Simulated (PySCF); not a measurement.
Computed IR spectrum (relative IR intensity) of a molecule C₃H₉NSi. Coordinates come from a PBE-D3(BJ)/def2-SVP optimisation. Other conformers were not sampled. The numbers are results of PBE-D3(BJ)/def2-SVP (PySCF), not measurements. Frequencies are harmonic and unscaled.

ν (cm⁻¹): 158 (w), 250 (w), 271 (m), 342 (vs), 435 (vw), 622 (w), 633 (m), 678 (w), 773 (s), 795 (m), 840 (w), 870 (m), 878 (s), 929 (m), 931 (s), 945 (w), 1104 (m), 1358 (vw), 1379 (w), 1490 (m), 2148 (vs), 2970 (m), 2986 (w), 2988 (w), 3022 (w), 3063 (w), 3066 (w), 3499 (m), 3597 (m) (against the strongest line: vs over 80 %, s over 45 %, m over 15 %, w over 4 %, vw less)

Which structure fits?
A) N[SiH]1CCC1
B) C[C@H]1NC[SiH2]1
C) C/N=C/C[SiH3]
D) C[Si]N(C)C

A, N[SiH]1CCC1
